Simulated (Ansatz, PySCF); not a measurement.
Gas-phase reaction in SMILES: O[Si](O)(O)[S-] -> [O-][Si](O)(O)S
Structures are relaxed separately at B3LYP-D3(BJ)/def2-TZVP in Ansatz (an electronic-structure program), one conformer each, not searched for the lowest. Frequencies are from Ansatz or PySCF.

Property: isomerisation energy (0 K, with B3LYP-D3(BJ) harmonic zero-point energies), in eV. Valence correlation only, unless marked. Spin-orbit coupling is left out. Non-relativistic unless marked X2C. Anions need diffuse functions: aug- sets have them; def2-D sets add few; the other sets have none. CBS(X,Y): correlation extrapolated as X^-3; Hartree-Fock from the larger set.

```tsv
level	program	isomerisation energy (eV)
PBE-D3(BJ)/def2-TZVPD	Ansatz + dftd3	0.67
PBE-D4/def2-TZVPD	Ansatz + dftd4	0.67
revPBE-D4/def2-TZVPD	Ansatz + dftd4	0.64
revPBE/def2-TZVPD	Ansatz	0.65
r2SCAN-D3(BJ)/def2-TZVPD	Ansatz + dftd3	0.75
B3LYP-D3(BJ)/def2-TZVPD	Ansatz + dftd3	[?]
PBE0/def2-QZVPP	Ansatz	0.82
HSE06-D4/def2-TZVPD	Ansatz + dftd4	0.80
LC-wPBE-D3(BJ)/def2-TZVPD	Ansatz + dftd3	[?]
B2GP-PLYP-D3(BJ)/def2-TZVPD	Ansatz + dftd3	0.74
SCS-MP2/cc-pV(D+d)Z	Ansatz	0.75
SCS-MP2/cc-pVTZ	Ansatz	0.81
SCS-MP2/cc-pwCVTZ	Ansatz	0.74
CCSD/6-31G	Ansatz	0.96
CCSD/cc-pV(Q+d)Z	Ansatz	0.82
X2C-CCSD(T)/cc-pVTZ-DK	Ansatz	[?]
CCSD(T)/CBS(aug-cc-pV(T+d)Z,aug-cc-pV(Q+d)Z)	Ansatz	0.80
```

What belongs in the gaps?


- B3LYP-D3(BJ)/def2-TZVPD, isomerisation energy (eV): 0.70
- LC-wPBE-D3(BJ)/def2-TZVPD, isomerisation energy (eV): 0.77
- X2C-CCSD(T)/cc-pVTZ-DK, isomerisation energy (eV): 0.83
